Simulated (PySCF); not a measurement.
Al(H)(F)(Vi), SMILES C=[CH][AlH][F] (C2H4AlF) (PBE0/def2-SVP optimised geometry):

```
8

Al     0.273    -1.150     0.000
H      1.854    -1.150     0.000
F     -0.498    -2.629    -0.001
C     -0.756     0.485     0.000
C     -0.104     1.660    -0.008
H     -1.854     0.519     0.005
H     -0.621     2.629    -0.010
H      0.993     1.718    -0.014
```

Calculation: PBE0/def2-TZVP in PySCF.

Task: What are the frontier orbital energies and the dipole moment?

Result: HOMO-2 -9.94 eV, HOMO-1 -8.38 eV, HOMO -8.36 eV, LUMO -1.45 eV, LUMO+1 0.31 eV; dipole moment 2.10 D.

On the same geometry PBE/def2-TZVP in PySCF gives HOMO-2 -8.47 eV, HOMO-1 -7.26 eV, HOMO -7.05 eV, LUMO -2.33 eV, LUMO+1 -0.62 eV; dipole moment 2.02 D.

Meta-Löwdin charges at PBE0/def2-TZVP: Al1 0.94, H2 -0.15, F3 -0.55, C4 -0.41, C5 -0.19, H6 0.13, H7 0.12, H8 0.12.
